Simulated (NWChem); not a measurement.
A series in which one site is exchanged, each optimised at PBE0/def2-SVP with NWChem, gas phase unless a solvent is named. Some are not confirmed as minima by frequencies. def2 effective core potentials on Te, I; no spin-orbit coupling.

A: [Te](I)I (TeI₂; site = I)
B: Cl[Te]I (TeICl; site = Cl)
C: F[Te]I (TeIF; site = F)
D: [TeH]I (HTeI; site = H)

Values for A:

- dipole (D), PBE0/def2-SVP: 0.89
- orbital gap (eV), PBE0/def2-SVP: 3.02
- vertical ionisation energy, ΔSCF, PBE/def2-SVP (eV): 7.92
- vertical ionisation energy, ΔSCF, CAM-B3LYP/def2-SVP (eV): 8.39
- static polarisability, CAM-B3LYP/def2-SVPD (bohr³): 116.8

How do these values change for the other members?


```
change from A                                                  B      C      D
---------------------------------------------------------  -----  -----  -----
dipole (D), PBE0/def2-SVP                                  +0.85  +1.38  +0.34
orbital gap (eV), PBE0/def2-SVP                            +0.30  +0.47  +0.44
vertical ionisation energy, ΔSCF, PBE/def2-SVP (eV)        +0.25  +0.35  +0.37
vertical ionisation energy, ΔSCF, CAM-B3LYP/def2-SVP (eV)  +0.23  +0.35  +0.24
static polarisability, CAM-B3LYP/def2-SVPD (bohr³)         -24.3  -40.6  -38.4
```
